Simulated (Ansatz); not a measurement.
Input for Ansatz (a quantum-chemistry and plane-wave program): SC-NEVPT2 on CASSCF(6,4)/def2-SVP on BrHSi (SMILES [SiH]Br), a point of a bond scan (R = 6.120 Å).

Ansatz 0.2 input:
```yaml
crystal:
  periodic: [false, false, false]
  atoms:
    - {symbol: Si, position_ang: [-0.89669569, -0.76104712, 1.06218335]}
    - {symbol: H, position_ang: [-1.89251546, -1.22928872, 0.00776741]}
    - {symbol: Br, position_ang: [2.63880805, 2.21054183, -2.95346890]}
basis:
  gaussian:
    orbitals: def2-SVP
    pivot_positions_ang: [[-0.89669569, -0.76104712, 1.06218335], [-1.89251546, -1.22928872, 0.00776741], [2.63880805, 2.21054183, -2.95346890]]
magnetization: {spin_polarized: false}
correlation: {method: sc_nevpt2, electrons: outside_noble_gas, active_space: {window: {electrons: 6, orbitals: 4}}}
output: {orbitals: {seedname: ./end}}
```

The log:

```
WARN ansatz: RAYON_NUM_THREADS=1 ignored (pool sized by the plan → 1); use --threads N
Functional definition: HF
integrals: 0.01 GiB planned
547 factors; integrals over basis functions are off by at most 1.3e-4 eV
mean field: 0.12 GiB planned
mean field evaluation 1: about -77858.4053 eV, gradient 2.0e1 eV
mean field evaluation 2: about -77858.4061 eV, gradient 2.0e1 eV
mean field evaluation 4: about -77859.2667 eV, gradient 1.3e1 eV
mean field evaluation 8: about -77859.9046 eV, gradient 1.1e0 eV
mean field evaluation 16: about -77860.1873 eV, gradient 5.6e-5 eV
mean field evaluation 32: about -77855.4151 eV, gradient 2.9e1 eV
mean field evaluation 64: about -77860.1161 eV, gradient 2.8e0 eV
mean field evaluation 96: about -77860.1754 eV, gradient 9.2e-1 eV
mean field -77860.18729384 eV, -2861.3091075182 hartree, gradient 2.1e-6 eV, S^2 0.000000; 6 other end points of the search recorded, 0 dependent functions left out; unrestricted orbitals would lower it
reference -77860.18729384 eV, -2861.3091075182 hartree; 25, 25 occupied and 30, 30 virtual orbitals, 547 factors
configuration interaction: 0.11 GiB planned
configuration interaction: 0.00 GiB planned
state -77862.90212512 eV, -2861.4088757274 hartree
state -77862.90212512 eV, -2861.4088757274 hartree; corrected -77867.40540514 eV, -2861.5743682159 hartree
WARN: 2 active orbitals are nearly empty or full. The corrections depend on them more than the energy does, and are more stable in an active space without them
Total energy: -77867.40540514 eV, -2861.5743682159 hartree
```

The calculation finished and met its thresholds.

Warnings raised: idle orbitals.

Cost: around 19 core-seconds (rough).
